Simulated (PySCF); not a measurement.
Compound: C7H16PS (charge +1).
SMILES with atom numbers: `[CH3:1][CH:2]([CH3:3])[PH+:4]1[CH2:5][CH2:6][S:7][CH2:8][CH2:9]1`

NICS is the negative of the GIAO shielding at a point without a nucleus: at the ring centre (0) and 1 Å above and below it (1); zz is the component along the ring normal. Level: GIAO PBE0/pcSseg-1 (PySCF, non-relativistic, gas phase) on the GFN2-xTB geometry, one conformer.

Ring bond lengths (Å), with Mayer bond orders in brackets: P4–C5 1.818 (1.00), C5–C6 1.528 (0.99), C6–S7 1.823 (1.01), S7–C8 1.823 (1.01), C8–C9 1.528 (0.99), C9–P4 1.818 (1.00).

Problem. Give the NICS values of each ring in ppm.

Solution. 
```
             ring                                                   type  NICS(0)  NICS(1), two faces  NICS(1)zz, two faces  rms pucker (Å)  centre to ring atoms, mean (Å)
P4–C5–C6–S7–C8–C9  6-membered ring with P and S; formal bonds all single     -2.9         -2.4 / -2.6             5.1 / 3.5            0.30                            1.64
```

Problem. What can be read from them?

Solution. 
- P4–C5–C6–S7–C8–C9: mean NICS(1)zz 4.3 ppm, deshielded. P4, C5, C6, C8, C9 have four or more neighbours; no verdict on aromaticity is drawn.

Problem. What are the shieldings of the ring atoms and their hydrogens in the same run (means over atoms taken as equivalent)?

Solution. 
| atoms | environment | σ isotropic (ppm) |
| --- | --- | --- |
| P4 | phosphonium phosphorus | 319.2 |
| C5 (×2) | sp3 carbon bound to phosphorus | 163.7 |
| C6 (×2) | sp3 carbon bound to sulfur | 153.0 |
| S7 | sulfide sulfur | 459.8 |
| H on P4 | P–H hydrogen | 26.98 |
| H on C5 (×2) | methylene hydrogen | 29.31 |
| H on C5 (×2) | methylene hydrogen | 28.90 |
| H on C6 (×2) | methylene hydrogen | 28.91 |
| H on C6 (×2) | methylene hydrogen | 28.24 |

Time: 92 s wall. Hardware: an x86-64 server with one thread, on a shared host. This is the whole shielding run at PBE0/pcSseg-1, SCF included.
